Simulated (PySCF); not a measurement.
H₃Si₂, SMILES [Si][SiH3] (connectivity only; charge and spin as stated), charge +1, multiplicity 1.

Coordinates come from a PBE0-D3(BJ)/def2-TZVP optimisation. The spin state was assumed, not searched. The isomer is the one that the SMILES or the coordinates give; other isomers of the formula were not compared.

Method: r2SCAN/def2-TZVPD (PySCF).

Symmetry labels are those of the subgroup Cs that the program uses (full group C3v).

Computed valence orbital energies around the gap with their symmetry:
```
orbital  symmetry  energy (eV)
-------  --------  -----------
HOMO−7         A'      -101.85
HOMO−6         A'      -101.79
HOMO−5         A"      -101.79
HOMO−4         A'       -20.06
HOMO−3         A'       -17.36
HOMO−2         A"       -14.47
HOMO−1         A'       -14.47
HOMO           A'       -12.18
LUMO           A'       -10.44
LUMO+1         A"       -10.44
LUMO+2         A'        -5.23
LUMO+3         A'        -4.51
```
